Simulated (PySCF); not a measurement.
Electron correlation in Al (aluminium, neutral)

[Ne] 3s1 3p1 4s1, high-spin 4P determinant (an excited configuration). Calculation: PySCF 2.14, in aug-cc-pwCVTZ; the non-relativistic Hamiltonian (point nucleus). Frozen: 1s2; 11 electrons correlated.

```csv
level,correlation energy (mhartree)
CCSD,-259.75
(T),-2.23
CCSD(T),-261.98
```

Diagnostics: T1 = 0.011, D1 = 0.0490, largest double amplitude 0.039.

**Question.** Is a single reference adequate?

**Answer.** Yes: T1 lies below 0.03 and no double amplitude reaches 0.07.
